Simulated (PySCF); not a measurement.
# Vertical excitation energies

C5H10Se.
Bonds: C1–C2, C2–C3, C2–C4, C2–C5, C5–Se6 (double). Hydrogens: H7, H8, H9 on C1; H10, H11, H12 on C3; H13, H14, H15 on C4; H16 on C5.

Method: PySCF, TDDFT CAM-B3LYP/def2-SVPD, vertical, gas phase, core orbitals frozen in the response. Isolated species at its PBE0-D3(BJ)/def2-SVP geometry, gas phase. Relativistic effects, spin–orbit coupling among them, are left out although an element past zinc is present. Torsions of this conformer, `[CH3:1][C:2]([CH3:3])([CH3:4])[CH:5]=[Se:6]`: C1–C2–C5–Se6 -1°.

Q: List the vertical singlet excitations with oscillator strengths and describe the spectrum.

A: 

```csv
state,E (eV),E (kJ/mol),λ (nm),f,|μ| (D),"main configurations (H = HOMO, L = LUMO)"
S1,2.10,203,589.5,0.0000,0.01,H→L (99%)
S2,5.31,512,233.7,0.277,3.71,H-1→L (94%)
S3,5.73,553,216.4,0.0001,0.08,H-2→L (84%)
S4,5.79,558,214.3,0.035,1.26,"H→L+1 (71%), H→L+5 (9%)"
S5,5.83,563,212.7,0.062,1.67,H→L+2 (84%)
S6,6.65,642,186.4,0.0001,0.05,"H→L+4 (74%), H-4→L (13%), H→L+7 (9%)"
S7,6.68,644,185.7,0.0000,0.03,"H-4→L (72%), H→L+4 (14%)"
S8,6.69,646,185.3,0.025,0.98,"H→L+3 (78%), H→L+5 (9%)"
S9,6.98,673,177.7,0.0050,0.44,H-3→L (98%)
S10,7.21,696,171.9,0.0026,0.31,"H-5→L (72%), H-2→L (10%)"
```

Triplets (Tamm–Dancoff): T1 1.66 eV, H→L (99%); T2 2.69 eV, H-1→L (96%); T3 5.07 eV, H-2→L (72%), H-4→L (10%), H-5→L (9%); T4 5.43 eV, H→L+2 (47%), H→L+1 (24%), H→L+12 (15%).

The lowest singlet comes at 590 nm (203 kJ/mol) in the visible; it is dark (f under 0.0005); its leading configuration is HOMO→LUMO (99%). The strongest level in the table is S2 at 5.31 eV (234 nm, f = 0.277). Löwdin shares by element: HOMO selenium 76%, carbon 14% or more; LUMO selenium 44%, carbon 40% or more (atoms not listed hold the other 16%). Weighted by f, the mean energy of these states is 5.54 eV. The listed states span 5.11 eV, and the widest gap between neighbours is 3.20 eV (S1 to S2). Of the 10 states listed, 4 reach f = 0.01 and 4 stay under 0.0005. S1 lies in the visible range (380 to 750 nm), at 590 nm, dark in the vertical dipole picture (f under 0.0005); light of that wavelength is yellow, and its complementary colour is blue; a Tamm–Dancoff triplet lies at 747 nm, without intensity as long as spin–orbit coupling is left out. All these states lie below the vertical ionisation energy of 8.27 eV (ΔSCF). Singlets were solved by full linear response, triplets in the Tamm–Dancoff approximation.
